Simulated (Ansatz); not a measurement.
Ansatz (a first-principles code) input:

Ansatz 0.2 input:
```yaml
crystal:
  periodic: [false, false, false]
  atoms:
    - {symbol: Br, position_ang: [-0.00000000, -0.00000000, -1.76654860]}
    - {symbol: B, position_ang: [0.00000000, 0.00000000, 0.00000000]}
    - {symbol: Br, position_ang: [0.00000000, 0.00000000, 1.76654860]}
basis:
  gaussian:
    orbitals: def2-TZVPD
hamiltonian:
  xc: {name: CAM-B3LYP}
total_charge: 1
output: {forces: true}
```

Question: Which total energy does the run end on?

Answer: -5173.12558 Eh (CAM-B3LYP/def2-TZVPD). The basis has 151 functions.
